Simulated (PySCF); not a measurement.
C2H4F2OSi, SMILES FC1(F)OC[SiH2]1.

Geometry optimised at PBE-D3(BJ)/def2-SVP. This is a generated structure with no PubChem entry under its InChIKey; it may be hypothetical.

The numbers are results of PBE-D3(BJ)/def2-SVP run with PySCF, not measurements.

Frequencies are harmonic and unscaled.

| mode | ν (cm⁻¹) | IR (km/mol) | moving atoms (share of kinetic energy) |
|---|---|---|---|
| 1 | 41 | 1.3 | H 29 %, C 28 %, O 24 %, F 19 % |
| 2 | 183 | 0.6 | F 60 %, H 19 %, Si 12 % |
| 3 | 343 | 5.3 | F 46 %, Si 36 % |
| 4 | 433 | 10.6 | H 38 %, F 32 %, O 22 % |
| 5 | 448 | 4.8 | F 38 %, C 21 %, Si 20 %, O 15 % |
| 6 | 466 | 1.5 | H 79 %, F 10 % |
| 7 | 552 | 5.5 | O 30 %, F 28 %, Si 25 %, C 15 % |
| 8 | 581 | 12.9 | H 62 %, F 23 % |
| 9 | 649 | 9.2 | H 39 %, C 34 %, F 13 %, O 12 % |
| 10 | 710 | 22.7 | F 53 %, C 20 %, H 15 % |
| 11 | 733 | 47.3 | H 54 %, Si 21 %, C 21 % |
| 12 | 804 | 19.3 | H 73 %, C 21 % |
| 13 | 902 | 101.5 | H 92 % |
| 14 | 978 | 63.5 | O 53 %, C 43 % |
| 15 | 1038 | 212.8 | C 62 %, O 19 %, H 16 % |
| 16 | 1087 | 174.7 | C 73 %, F 26 % |
| 17 | 1137 | 0.3 | H 90 % |
| 18 | 1179 | 251.8 | C 73 %, F 15 %, H 10 % |
| 19 | 1218 | 16.8 | H 54 %, C 33 %, O 12 % |
| 20 | 1417 | 5.6 | H 92 % |
| 21 | 2175 | 67.7 | H 98 % |
| 22 | 2197 | 88.7 | H 95 % |
| 23 | 2987 | 22.2 | H 95 % |
| 24 | 3046 | 9.2 | H 90 %, C 10 % |
